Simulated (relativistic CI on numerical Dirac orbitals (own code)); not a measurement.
**Slater and spin-orbit integrals, Kr²¹⁺**

Computed by Dirac-Coulomb-Breit CI, separate exchange-only KLI orbitals for each configuration, a model potential for QED, unscaled Slater integrals (own radial code, finite nucleus).

Slater integrals F^k, G^k are unscaled and averaged over j, outside the closed core [Ne]; ζ comes from projecting the Hamiltonian with its Breit term on Σ l·s of the shell.

- 3s2.3p3: F^2(3p,3p) = 221910, ζ(3p) = 62173 cm⁻¹; <r>(3p) = 0.449, <r^2>(3p) = 0.2323 (bohr units).
- 3s.3p4: F^2(3p,3p) = 221700, G^1(3s,3p) = 282470, ζ(3p) = 62120 cm⁻¹; <r>(3s) = 0.4596, <r^2>(3s) = 0.2401, <r>(3p) = 0.4495, <r^2>(3p) = 0.2327 (bohr units).
- 3s2.3p2.3d: F^2(3p,3p) = 221580, ζ(3p) = 62065, F^2(3p,3d) = 221950, G^1(3p,3d) = 241370, G^3(3p,3d) = 160260, ζ(3d) = 6884.1 cm⁻¹; <r>(3p) = 0.4497, <r^2>(3p) = 0.233, <r>(3d) = 0.4053, <r^2>(3d) = 0.1904 (bohr units).

Averages of the first 10 configurations, taken without configuration mixing, which lowers the lowest level and can move excited configurations by several eV; other configurations of the list can lie among them:

| Configuration | Parity | States | Average energy above the lowest level (eV) |
| --- | --- | --- | --- |
| 3s2.3p3 | odd | 20 | 19.0 |
| 3s.3p4 | even | 30 | 92.0 |
| 3s2.3p2.3d | even | 150 | 115.6 |
| 3p5 | odd | 6 | 174.7 |
| 3s.3p3.3d | odd | 400 | 184.5 |
| 3p4.3d | even | 150 | 262.9 |
| 3s.3p2.3d2 | even | 1350 | 280.4 |
| 3s2.3p.3d.4p | even | 360 | 568.1 |
| 3p4.4s | even | 30 | 592.8 |
| 3s2.3p2.4s | even | 30 | 443.8 |
